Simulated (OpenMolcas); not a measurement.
## V2+: moving or changing the point charges

V2+ among 6 point charges of -1 e arranged as an octahedron (Oh), 2.08 Å from the ion.
```
   2.0800    0.0000    0.0000  -1.00
   0.0000    2.0800    0.0000  -1.00
  -2.0800    0.0000    0.0000  -1.00
   0.0000   -2.0800    0.0000  -1.00
   0.0000    0.0000    2.0800  -1.00
   0.0000    0.0000   -2.0800  -1.00
```

```yaml
Program: OpenMolcas
Method: "SS-CASPT2, IPEA 0.25 Eh, imaginary shift 0.1 Eh (closed shells correlated: 3s 3p)"
Basis: ANO-RCC-VDZP [5s4p2d1f]
Scalar_Hamiltonian: DKH2, point nucleus
Active_space: 3 electrons in 5 orbitals (3d)
State_averaging: 2S+1 = 4 even, 10 roots; 2S+1 = 2 even, 40 roots
Spin-orbit_coupling: state interaction with AMFI integrals over the reference wave functions
```

Runs around this geometry, states (labels of O, the rotations of Oh). Energies in cm-1 above the lowest state or level, χT in cm3 K/mol.

```csv
R (Å),q (e),Ground state,First state of that spin,First gap with spin-orbit (degeneracies),χT at 300 K,First state of another spin
2.08,-0.8,4A2,4T2 2850,"2790 (4, 2)",1.780,2E 13300
1.91,-1,4A2,4T2 5870,"5810 (4, 2)",1.831,2E 13280
2.08,-1,4A2,4T2 4030,"3970 (4, 2)",1.808,2E 13350
2.24,-1,4A2,4T2 2360,"2310 (4, 2)",1.760,2E 13260
```

Taking the first state of the same spin as R^-n, n = -ln(2360 / 5870) / ln(2.24 / 1.91) = 5.7 between the shortest and longest distance.

Scaling the charges by -0.8 / -1 = 0.80 scales the first state of the same spin by 2850 / 4030 = 0.71; with fixed orbitals a first-order splitting would follow the charge.

Roots that are degenerate in the reference are averaged as groups; the widest CASPT2 spread within a group is 730 cm-1 (the 3-fold group of multiplicity 2 near 22900 cm-1 above the lowest state of its run, R = 2.08, q = -0.8). Shifts and gaps below about the spread of the groups concerned are not significant. Free-ion shares, where given, are those of the reference states; single-state CASPT2 does not remix them. This is an electrostatic model: the charges have no orbitals. No measured value stands beside these numbers.
